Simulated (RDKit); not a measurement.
A run for RDKit: UFF on C2H6BN (SMILES C=CBN), a point of a torsion scan.

```python
from rdkit import Chem
from rdkit.Chem import AllChem, rdDetermineBonds

blocks = [
'''10

C     1.35837118    0.51633547    0.30917326
C     0.79283957   -0.60260096   -0.12971515
B    -0.72817762   -0.76722467   -0.45131426
N    -1.66075188    0.09867425    0.10297314
H     0.77481941    1.40046941    0.51579960
H     2.42309127    0.61739398    0.46192527
H     1.45240540   -1.44108471   -0.33324358
H    -1.07809852   -1.49351219   -1.30655812
H    -1.52806809    0.54603715    0.99496450
H    -2.63672705    0.05662530   -0.14310772
''',
]
mol = None
for b in blocks:
    f = Chem.MolFromXYZBlock(b)
    rdDetermineBonds.DetermineBonds(f, charge=0)
    mol = f if mol is None else Chem.CombineMols(mol, f)
Chem.SanitizeMol(mol)
print(Chem.MolToSmiles(Chem.RemoveHs(mol)))
ff = AllChem.UFFGetMoleculeForceField(mol, vdwThresh=100.0, ignoreInterfragInteractions=False)
e = ff.CalcEnergy()
print(f'UFF energy {e:.6f} kcal/mol')
```

It printed:

```
C=CBN
UFF energy 21.546170 kcal/mol
```

The run finished.

Cost: very roughly 0.020 core-seconds.
